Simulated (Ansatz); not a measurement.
Computed with Ansatz on PBE0-D4/def2-TZVP structures; ΔE is electronic, products minus reactants. CBS: MP2 limit from def2 TZ/QZ plus the TZ coupled-cluster correction, frozen cores. This one scheme is used for every species. Functionals use def2-TZVPP. B3LYP here is the variant with VWN-RPA as its local correlation; programs differ in this. Elements past krypton have def2 core potentials. For I, Sn outer-core shells are correlated without core-valence functions, which leaves a few kJ/mol of doubt a bond.

Consider the ligand exchange at the Sn–I bond: `[SiH3][SnH]([Cl])[I]` + HCl → `[SiH3][SnH]([Cl])[Cl]` + HI.

| level | ΔE (kcal/mol) | difference from CCSD(T)/CBS |
| --- | --- | --- |
| PBE0-D4 | 5.8 | -0.8 |
| CAM-B3LYP-D4 | 4.1 | -2.5 |
| ωB97X-V | 4.3 | -2.3 |
| PBE-QIDH | 6.0 | -0.6 |
| BLYP | 3.5 | -3.1 |
| r2SCAN | 4.8 | -1.8 |
| PBE0 | 5.3 | -1.3 |
| B3LYP | 4.1 | -2.5 |
| r2SCAN0 | 5.4 | -1.2 |
| BHLYP | 4.3 | -2.3 |
| CAM-B3LYP | 3.5 | -3.1 |
| LC-ωPBE | 4.3 | -2.3 |
| HF/def2-SVP | 4.0 | -2.6 |
| MP2/def2-SVP | 6.2 | -0.4 |
| SCS-MP2/def2-TZVPP | 5.3 | -1.3 |
| CCSD(T)/def2-TZVPP | 4.7 | -1.9 |
| CCSD(T)/CBS | 6.6 | 0 |

Q: What do rigid-rotor, harmonic-oscillator terms from PBE0-D4/def2-TZVP frequencies (298.15 K, 1 bar) make of the CCSD(T)/CBS value? (Estimate.)

A: The calculation gave: ΔZPE = -0.6 kcal/mol, ΔH = +5.9 kcal/mol, ΔS = 0 J/(mol·K), ΔG = +5.8 kcal/mol.

Largest T1 diagnostic among the species: 0.012.

At CCSD(T), def2-SVP lies −1.6 kcal/mol from the extrapolated value and def2-TZVPP −1.9 kcal/mol. From BLYP to BHLYP (50 % exact exchange), in def2-TZVPP and without D4, ΔE moves by +0.7 kcal/mol. Leaving LDA and LC-ωPBE aside and taking each functional with its dispersion term where it has one, the values, not all of them listed here, spread over 3.6 kcal/mol, from B97M-V to PBE-QIDH.

CCSD(T)/CBS has its own doubt, a few kJ/mol and more with outer-core shells, so smaller differences from it don't rank the levels.
